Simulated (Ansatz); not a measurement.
Stepwise reaction of `CB(N)N` with hydrogen fluoride, as a gas-phase model of exchange steps in deposition or etching. ΔE in kJ/mol.

Gas-phase electronic energies from Ansatz, PBE0-D4/def2-TZVP geometries. CCSD(T)/CBS adds triple-zeta CCSD(T) − MP2 to the extrapolated MP2 energy (def2 sets, frozen cores). This one scheme is used for every species. Functionals use def2-TZVPP. B3LYP here is the variant with VWN-RPA as its local correlation; programs differ in this. One conformer a species, not always the lowest.

```
step                         reaction  PBE-D4  B3LYP-D4  ωB97M-V  CCSD(T)/CBS
   1  `CB(N)N` + H–F → `CB(N)F` + NH₃   -52.8     -57.4    -57.2        -51.1
```

Problem. Give the row of step 2, `CB(N)F` + H–F → `CB(F)F` + NH₃. (Estimate.)

Solution. Computed: 
```csv
step,reaction,PBE-D4,B3LYP-D4,ωB97M-V,CCSD(T)/CBS
2,`CB(N)F` + H–F → `CB(F)F` + NH₃,-31.4,-35.2,-35.9,-31.8
```

Problem. By hand: ΔE of the 2 steps together at CCSD(T)/CBS.

Solution. (-51.1) + (-31.8) = -82.9 kJ/mol, or -41.5 kJ/mol a step.

In ΔE each step is higher than the one before. All are downhill at CCSD(T)/CBS. PBE-D4 differs from CCSD(T)/CBS by -1.7 to 0.4 kJ/mol a step. Isolated molecules leave out the surface, adducts and barriers. Largest T1 diagnostic: 0.012.
